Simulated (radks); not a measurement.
Sm2+, configuration [Xe] 4f5.75 5f0.25 (fractional occupations, a model configuration). All-electron calculation, scalar-relativistic Kohn-Sham, B86b exchange with PBE correlation, spin-polarised, spherical densities, finite nucleus; open shells are filled with parallel spins first (spin-orbit coupling, left out, can overturn this in heavy ions); Fermi nuclear charge, rms radius 5.0819 fm. Program: a radial shooting solver on a logarithmic mesh with Libxc functionals.

Unscreened Slater integrals over Kohn-Sham orbitals (hartree). They are taken over the spin-up orbitals.

| integral | value |
|---|---|
| F0(5f,5f) | 0.13342 |
| F2(5f,5f) | 0.073158 |
| F4(5f,5f) | 0.048723 |
| F6(5f,5f) | 0.036007 |
| F0(5f,4f) | 0.17200 |
| F2(5f,4f) | 0.011427 |
| F4(5f,4f) | 0.0037297 |
| F6(5f,4f) | 0.0022368 |
| G0(5f,4f) | 0.0042757 |
| G2(5f,4f) | 0.0036959 |
| G4(5f,4f) | 0.0025416 |
| G6(5f,4f) | 0.0018804 |
| F0(5f,5p) | 0.16916 |
| F2(5f,5p) | 0.021027 |
| G2(5f,5p) | 0.0028026 |
| G4(5f,5p) | 0.0020942 |
| F0(5f,5s) | 0.16983 |
| G3(5f,5s) | 0.0011455 |
| F0(4f,4f) | 0.98535 |
| F2(4f,4f) | 0.45636 |
| F4(4f,4f) | 0.28399 |
| F6(4f,4f) | 0.20365 |
| F0(4f,5p) | 0.65651 |
| F2(4f,5p) | 0.23691 |
| G2(4f,5p) | 0.13440 |
| G4(4f,5p) | 0.10160 |
| F0(4f,5s) | 0.73502 |
| G3(4f,5s) | 0.15189 |
| F0(5p,5p) | 0.55572 |
| F2(5p,5p) | 0.29962 |
| F0(5p,5s) | 0.59451 |
| G1(5p,5s) | 0.39746 |
| F0(5s,5s) | 0.64524 |

Derived for the open shells (J is the average intra-shell exchange parameter used in DFT+U). 4f: F4/F2 = 0.622, F6/F2 = 0.446, J = (286 F2 + 195 F4 + 250 F6)/6435 = 0.03680 hartree. 5f: F4/F2 = 0.666, F6/F2 = 0.492, J = (286 F2 + 195 F4 + 250 F6)/6435 = 0.006127 hartree.
